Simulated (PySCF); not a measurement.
Isomers of C3H3BrO, mass 133.937 u with the commonest isotopes. Level of theory: PySCF 2.14.0, PBE0-D3(BJ)/def2-SVP geometry optimisation, gas phase. One conformer each, none proved a minimum here; rigid rotors.

Question: Order these by rotational constant B, smallest first.
A. `[CH2:1]=[C:2]([Br:3])[CH:4]=[O:5]` with C1–C2–C4–O5 -1°
B. `CC(Br)=C=O`
C. `[CH2:1]=[CH:2][C:3](=[O:4])[Br:5]` with C1–C2–C3–O4 -179°
D. `[O:1]=[C:2]=[CH:3][CH2:4][Br:5]` with C2–C3–C4–Br5 -100°
E. `[O:1]=[CH:2]/[CH:3]=[CH:4]\[Br:5]` with O1–C2–C3–C4 180°

Answer: D (1189 MHz), E (1352 MHz), A (1744 MHz), B (2067 MHz), C (2516 MHz).

Question: Order these by radius of gyration √(Σ m r²/M), largest first.
A. `[CH2:1]=[CH:2][C:3](=[O:4])[Br:5]` with C1–C2–C3–O4 -179°
B. `CC(Br)=C=O`
C. `[CH2:1]=[C:2]([Br:3])[CH:4]=[O:5]` with C1–C2–C4–O5 -1° (2-bromoacrolein)
D. `[O:1]=[C:2]=[CH:3][CH2:4][Br:5]` with C2–C3–C4–Br5 -100°
E. `[O:1]=[CH:2]/[CH:3]=[CH:4]\[Br:5]` with O1–C2–C3–C4 180°

Answer: D (1.849 Å), E (1.767 Å), C (1.618 Å), B (1.592 Å), A (1.507 Å).

Question: Order these by dipole moment, smallest first.
A. `CC(Br)=C=O`
B. `[CH2:1]=[CH:2][C:3](=[O:4])[Br:5]` with C1–C2–C3–O4 -179°
C. `[O:1]=[C:2]=[CH:3][CH2:4][Br:5]` with C2–C3–C4–Br5 -100°
D. `[O:1]=[CH:2]/[CH:3]=[CH:4]\[Br:5]` with O1–C2–C3–C4 180°
E. `[CH2:1]=[C:2]([Br:3])[CH:4]=[O:5]` with C1–C2–C4–O5 -1°

Answer: E (1.48 D), A (1.71 D), C (1.85 D), D (2.69 D), B (3.26 D).

```json
{"SMILES": "O=C/C=C\\Br", "point group": "Cs", "Ia (u·Å²)": "44.14", "Ib (u·Å²)": "373.84", "Ic (u·Å²)": "417.97", "κ": "-0.97", "μa (D)": "2.23", "μb (D)": "1.51", "μc (D)": "0.01"}
{"SMILES": "C=C(Br)C=O", "point group": "Cs", "Ia (u·Å²)": "60.97", "Ib (u·Å²)": "289.75", "Ic (u·Å²)": "350.72", "κ": "-0.91", "μa (D)": "1.14", "μb (D)": "0.95", "μc (D)": "0.02"}
{"SMILES": "C=CC(=O)Br", "point group": "Cs", "Ia (u·Å²)": "103.21", "Ib (u·Å²)": "200.90", "Ic (u·Å²)": "304.10", "κ": "-0.47", "μa (D)": "2.17", "μb (D)": "2.44", "μc (D)": "0.00"}
{"SMILES": "CC(Br)=C=O", "point group": "Cs", "Ia (u·Å²)": "96.31", "Ib (u·Å²)": "244.54", "Ic (u·Å²)": "337.64", "κ": "-0.70", "μa (D)": "0.01", "μb (D)": "1.71", "μc (D)": "0.00"}
{"SMILES": "O=C=CCBr", "point group": "C1", "Ia (u·Å²)": "42.62", "Ib (u·Å²)": "425.19", "Ic (u·Å²)": "447.96", "κ": "-0.99", "μa (D)": "0.85", "μb (D)": "1.64", "μc (D)": "0.01"}
```
